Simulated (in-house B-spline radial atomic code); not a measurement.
The iron ion Fe⁴⁺: [Ne] 3s2 (3p1/2)2 (3p3/2)3 (3d3/2)1 (3d5/2)3 6s1 (an excited or competing configuration)

All numbers are computed (Dirac-Hartree-Fock, average of the jj configuration; Fermi nucleus of rms radius 3.7377 fm) with a radial B-spline atomic code at the basis-set limit, not measured.

Z_r = [3n² - l(l+1)]/(2<r>); Z_e = n√(-2ε); the last column is Slater's effective charge. Values are occupation-weighted means over j.

```csv
shell,electrons,ε (eV),<r> (bohr),Z_r,Z_e,Slater
1s,2,-7265.6,0.05841,25.68,23.11,25.70
2s,2,-968.8,0.2649,22.65,16.88,21.85
2p,6,-834.47,0.2348,21.29,15.66,21.85
3s,2,-191.65,0.7838,17.22,11.26,15.10
3p,5,-151.9,0.8128,15.38,10.02,15.10
3d,4,-92.366,0.8656,12.13,7.82,7.95
6s,1,-15.931,6.443,8.38,6.49,5.00
```

The least bound orbital is 6s1/2 at -15.93 eV, and it is also the most diffuse (<r> = 6.443 bohr).

For the 1s electron the small component carries 0.875 % of the norm, the zero-frequency Breit interaction raises the level by 8.36 eV, self-energy by 4.123 eV, and vacuum polarisation lowers it by 0.3514 eV.
